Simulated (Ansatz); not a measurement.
Steps of a relaxation of Cl3GaH2S, SMILES `[SH2+][Ga-]([Cl])([Cl])[Cl]` with RKS PBE0-D4/def2-TZVP.

```sh
$ ansatz run in.yaml --threads 4 --pin off --events-out ev --progress --plain --max-ram 10444MiB
```

```yaml
crystal:
  periodic: [false, false, false]
  atoms:
    - {symbol: S, position_ang: [-0.552561, 0.953865, 1.210423]}
    - {symbol: Ga, position_ang: [0.506485, -0.798671, -0.357199]}
    - {symbol: Cl, position_ang: [1.628155, -2.055226, 0.994453]}
    - {symbol: Cl, position_ang: [-1.343232, -1.574238, -1.198182]}
    - {symbol: Cl, position_ang: [1.610746, 0.607627, -1.600157]}
    - {symbol: H, position_ang: [-1.721208, 0.862569, 0.510294]}
    - {symbol: H, position_ang: [-0.067184, 1.935973, 0.394768]}
basis:
  gaussian: {orbitals: def2-TZVP}
hamiltonian: {xc: pbe0, dispersion: d4}
relax: {f_tol: 0.005, max_steps: 150}
```

Positions (Å) and forces (eV/Å) along the path, 18 of 23 steps:

```xyz
7
step=1 energy=-100797.8502 eV
S    -0.553    0.954    1.210   -0.145    0.157   -0.691
Ga    0.506   -0.799   -0.357   -0.015    0.026   -0.003
Cl    1.628   -2.055    0.994   -0.213    0.236   -0.258
Cl   -1.343   -1.574   -1.198    0.344    0.109    0.144
Cl    1.611    0.608   -1.600   -0.174   -0.280    0.208
H    -1.721    0.863    0.510    0.397    0.061    0.273
H    -0.067    1.936    0.395   -0.195   -0.310    0.327
7
step=2 energy=-100797.8785 eV
S    -0.537    0.929    1.175   -0.151    0.248   -0.275
Ga    0.508   -0.805   -0.362   -0.039    0.093   -0.080
Cl    1.619   -2.048    0.977   -0.029    0.033   -0.002
Cl   -1.314   -1.592   -1.198    0.053   -0.011    0.020
Cl    1.616    0.568   -1.602   -0.002   -0.068    0.015
H    -1.730    0.898    0.530    0.226   -0.032    0.139
H    -0.101    1.981    0.435   -0.057   -0.264    0.184
7
step=3 energy=-100797.8822 eV
S    -0.538    0.917    1.196   -0.012    0.090   -0.164
Ga    0.493   -0.771   -0.386    0.015   -0.004   -0.056
Cl    1.577   -1.987    0.991    0.085   -0.083    0.097
Cl   -1.301   -1.609   -1.217   -0.047    0.019   -0.022
Cl    1.647    0.533   -1.649   -0.045    0.024    0.022
H    -1.723    0.887    0.555    0.040    0.010    0.041
H    -0.094    1.962    0.465   -0.037   -0.057    0.081
7
step=4 energy=-100797.8858 eV
S    -0.544    0.910    1.177   -0.013   -0.008    0.018
Ga    0.499   -0.793   -0.388   -0.010   -0.006    0.059
Cl    1.598   -1.999    0.997    0.004   -0.002   -0.013
Cl   -1.308   -1.615   -1.208   -0.010   -0.014   -0.019
Cl    1.617    0.553   -1.634    0.024    0.013   -0.037
H    -1.721    0.909    0.527   -0.001    0.005   -0.003
H    -0.080    1.965    0.484    0.007    0.012   -0.005
7
step=5 energy=-100797.8876 eV
S    -0.582    0.888    1.177   -0.003   -0.001    0.015
Ga    0.488   -0.795   -0.384    0.008   -0.009   -0.017
Cl    1.623   -1.977    0.993   -0.003    0.009   -0.004
Cl   -1.305   -1.659   -1.199    0.008    0.006    0.007
Cl    1.581    0.554   -1.655   -0.013   -0.008    0.010
H    -1.714    0.968    0.456    0.004    0.008   -0.012
H    -0.029    1.953    0.566   -0.001   -0.006    0.001
7
step=6 energy=-100797.8707 eV rejected
S    -0.654    0.840    1.172   -0.109    0.660   -0.617
Ga    0.466   -0.805   -0.381    0.032   -0.016   -0.079
Cl    1.670   -1.927    0.993   -0.042    0.046   -0.030
Cl   -1.302   -1.742   -1.177    0.056    0.034    0.043
Cl    1.502    0.563   -1.690   -0.055   -0.051    0.067
H    -1.693    1.082    0.308    0.534   -0.083    0.396
H     0.073    1.922    0.730   -0.415   -0.590    0.219
7
step=7 energy=-100797.8901 eV
S    -0.618    0.864    1.173   -0.011    0.004   -0.015
Ga    0.480   -0.804   -0.389   -0.010    0.010    0.022
Cl    1.642   -1.947    0.997    0.005    0.002   -0.010
Cl   -1.306   -1.697   -1.183    0.004   -0.007   -0.004
Cl    1.536    0.565   -1.668    0.000   -0.005   -0.008
H    -1.693    1.024    0.378    0.020    0.010    0.002
H     0.020    1.926    0.646   -0.007   -0.013    0.012
7
step=8 energy=-100797.8912 eV
S    -0.636    0.856    1.171   -0.036    0.082   -0.103
Ga    0.473   -0.806   -0.387    0.005    0.002    0.000
Cl    1.654   -1.936    0.995   -0.007    0.011   -0.007
Cl   -1.304   -1.719   -1.180    0.008    0.003    0.011
Cl    1.518    0.563   -1.677   -0.008   -0.004    0.002
H    -1.683    1.054    0.344    0.088   -0.001    0.057
H     0.039    1.921    0.689   -0.051   -0.091    0.040
7
step=9 energy=-100797.8923 eV
S    -0.659    0.841    1.165   -0.042    0.161   -0.159
Ga    0.467   -0.808   -0.388    0.005   -0.007   -0.012
Cl    1.667   -1.918    0.995   -0.013    0.016   -0.008
Cl   -1.302   -1.743   -1.172    0.011    0.002    0.012
Cl    1.495    0.565   -1.687   -0.011   -0.004    0.006
H    -1.671    1.093    0.304    0.141   -0.023    0.100
H     0.063    1.903    0.738   -0.092   -0.145    0.060
7
step=10 energy=-100797.8942 eV
S    -0.681    0.830    1.160   -0.048    0.168   -0.188
Ga    0.457   -0.812   -0.391    0.022   -0.007    0.009
Cl    1.677   -1.897    0.996   -0.018    0.017   -0.018
Cl   -1.303   -1.772   -1.163    0.017    0.009    0.017
Cl    1.463    0.571   -1.697   -0.010   -0.008   -0.001
H    -1.639    1.126    0.251    0.140   -0.019    0.132
H     0.086    1.885    0.798   -0.103   -0.161    0.050
7
step=12 energy=-100797.8986 eV
S    -0.709    0.814    1.147   -0.023    0.043   -0.054
Ga    0.449   -0.815   -0.398    0.004   -0.001   -0.004
Cl    1.683   -1.861    1.004    0.003    0.003   -0.001
Cl   -1.294   -1.809   -1.162    0.002    0.001    0.009
Cl    1.433    0.571   -1.717   -0.006   -0.001   -0.001
H    -1.611    1.188    0.220    0.032   -0.009    0.028
H     0.110    1.844    0.859   -0.012   -0.038    0.022
7
step=13 energy=-100797.9013 eV
S    -0.745    0.796    1.130   -0.011    0.132   -0.118
Ga    0.440   -0.820   -0.405    0.006    0.012    0.014
Cl    1.698   -1.824    1.007   -0.001    0.000   -0.004
Cl   -1.294   -1.846   -1.146    0.003   -0.006   -0.001
Cl    1.394    0.575   -1.735   -0.006   -0.005   -0.009
H    -1.568    1.248    0.159    0.083   -0.034    0.093
H     0.135    1.803    0.944   -0.075   -0.099    0.025
7
step=14 energy=-100797.8997 eV rejected
S    -0.796    0.783    1.114    0.082    0.364   -0.294
Ga    0.425   -0.817   -0.407   -0.010   -0.033   -0.031
Cl    1.711   -1.779    1.011   -0.010    0.024    0.008
Cl   -1.272   -1.906   -1.143    0.000    0.009    0.011
Cl    1.347    0.568   -1.771   -0.013    0.008    0.021
H    -1.520    1.344    0.109    0.200   -0.144    0.253
H     0.167    1.739    1.041   -0.249   -0.228    0.031
7
step=16 energy=-100797.9048 eV
S    -0.789    0.777    1.101    0.001    0.107   -0.056
Ga    0.426   -0.826   -0.418   -0.008    0.025    0.013
Cl    1.708   -1.766    1.019    0.001   -0.005   -0.013
Cl   -1.284   -1.904   -1.137    0.017   -0.004    0.000
Cl    1.339    0.576   -1.770    0.000   -0.016   -0.008
H    -1.499    1.339    0.102    0.052   -0.030    0.063
H     0.159    1.736    1.057   -0.063   -0.077    0.002
7
step=17 energy=-100797.9024 eV rejected
S    -0.838    0.773    1.091    0.123    0.299   -0.240
Ga    0.406   -0.814   -0.417    0.014   -0.058   -0.029
Cl    1.719   -1.719    1.017   -0.016    0.017    0.009
Cl   -1.265   -1.955   -1.135    0.011    0.025    0.018
Cl    1.306    0.559   -1.807   -0.031    0.012    0.032
H    -1.442    1.414    0.060    0.129   -0.113    0.223
H     0.176    1.674    1.146   -0.230   -0.182   -0.012
7
step=19 energy=-100797.9069 eV
S    -0.828    0.771    1.080    0.007    0.057   -0.036
Ga    0.411   -0.825   -0.425   -0.007    0.005    0.005
Cl    1.713   -1.717    1.026    0.001   -0.001   -0.004
Cl   -1.268   -1.956   -1.134    0.007    0.000    0.000
Cl    1.296    0.571   -1.800    0.001   -0.004   -0.003
H    -1.436    1.417    0.065    0.027   -0.021    0.041
H     0.172    1.672    1.141   -0.037   -0.036   -0.003
7
step=20 energy=-100797.9071 eV
S    -0.840    0.770    1.074    0.013    0.048   -0.038
Ga    0.405   -0.824   -0.427    0.000   -0.005   -0.001
Cl    1.715   -1.700    1.027   -0.001   -0.001    0.002
Cl   -1.262   -1.973   -1.134    0.004    0.004    0.004
Cl    1.284    0.567   -1.810   -0.004    0.002    0.000
H    -1.415    1.440    0.057    0.020   -0.019    0.037
H     0.174    1.651    1.168   -0.033   -0.030   -0.004
7
step=23 energy=-100797.9073 eV
S    -0.851    0.769    1.065    0.001    0.001   -0.001
Ga    0.402   -0.825   -0.430   -0.003   -0.001   -0.002
Cl    1.715   -1.685    1.030    0.001   -0.001    0.002
Cl   -1.257   -1.988   -1.132    0.002    0.001    0.001
Cl    1.271    0.567   -1.819    0.000    0.000    0.000
H    -1.394    1.464    0.049   -0.001    0.000    0.000
H     0.176    1.630    1.191    0.000    0.000    0.001
```

Hardware: 4 threads of an AMD EPYC 7R43 on a shared host. Wall time 2.6 min, peak host memory 0.81 GiB.
